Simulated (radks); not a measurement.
Problem. Ionisation of neutral vanadium, [Ar] 3d3 4s2, to [Ar] 3d4 as the strength of local exchange is varied. All-electron calculation, scalar-relativistic Kohn-Sham, Slater X-alpha exchange (alpha = 2/3 is LDA exchange), no correlation, spin-polarised, spherical densities, finite nucleus; open shells are filled with parallel spins first; Fermi nuclear charge, rms radius 3.6002 fm. Program: a radial shooting solver on a logarithmic mesh with Libxc functionals.

alpha  E(V) (hartree)  exchange (hartree)  IE (eV)  -e of the level emptied (eV)  <r> of it (bohr)
0.639      -943.54620           -39.51396    5.421                    3.259 (4s)             3.651
0.667      -945.28006           -41.31849    5.302                    3.382 (4s)             3.628
0.885      -958.88388           -55.57219    4.140                    4.425 (4s)             3.448
0.906      -960.20407           -56.96425    4.006                    4.534 (4s)             3.431
?          -941.44494           -37.33083    5.556                    3.115 (4s)             3.679

Which alpha was used in the last row?

Solution. alpha = 0.605. NIST Atomic Spectra Database: 6.746 eV (measured). The central value is not met in this range of alpha. Open shells are spherical and high-spin; term and fine-structure splittings are not resolved.
